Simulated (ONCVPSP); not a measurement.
Pseudopotential generation for silver (Ag): ONCV, PBE, scalar-relativistic.

- Element: Ag (Z = 47)
- Generator: ONCVPSP 4.0.1
- Type: optimised norm-conserving Vanderbilt (ONCV)
- Functional: PBE
- Relativity: scalar-relativistic
- Frozen core: [Ar] 3d10
- Valence charge: 19
- Reference configuration: 4s2 4p6 4d10 5s1
- Partial waves: 4s+5s: rc 1.45 bohr, ncon 4, nbas 8, qcut 9.1 1/bohr, 2 projectors; 4p: rc 1.65 bohr, ncon 4, nbas 8, qcut 8.7 1/bohr, 2 projectors, debl 1.1 Ha; 4d: rc 1.25 bohr, ncon 4, nbas 9, qcut 7.6 1/bohr, 2 projectors, debl 1 Ha; f scattering state at 0.11 Ha: rc 1.30 bohr, ncon 4, nbas 8, qcut 7.9 1/bohr, 1 projector
- Local potential: polynomial inside 1.00 bohr (lpopt 5, dvloc0 -1 Ha)
- Core correction: none

In the p channel the program set the typed energies aside and used -2.152, 0.250 Ha.

All-electron outer shells of the reference configuration (PBE, scalar-relativistic, ld1.x):

```tsv
shell	level (eV)	outermost node (bohr)	outermost maximum (bohr)
3d	-358.48	–	0.27
4s	-95.05	0.44	0.82
4p	-58.57	0.44	0.87
4d	-7.44	0.43	1.04
5s	-4.40	1.11	2.49
```

**Question.** Estimate the cutoffs (Ha) at which the residual kinetic energy of the hardest occupied pseudo-wave falls to 1 and 0.1 mHa per electron.

**Answer.** 32 Ha and 168 Ha.

**Question.** Does the potential have ghost states?

**Answer.** No bound ghost flagged; GHOST(+) flagged for s at 207.0 eV.

**Question.** Tests: 4s2 4p6 4d10 5s0; 4s2 4p6 4d9 5s0; 4s2 4p6 4d8 5s0; 4s2 4p6 4d9 5s2. Which has the largest error in its energy relative to the reference configuration, and how large is it?

**Answer.** 4s2 4p6 4d8 5s0, with -4.0 meV (all-electron minus pseudo) on +66.06 eV.
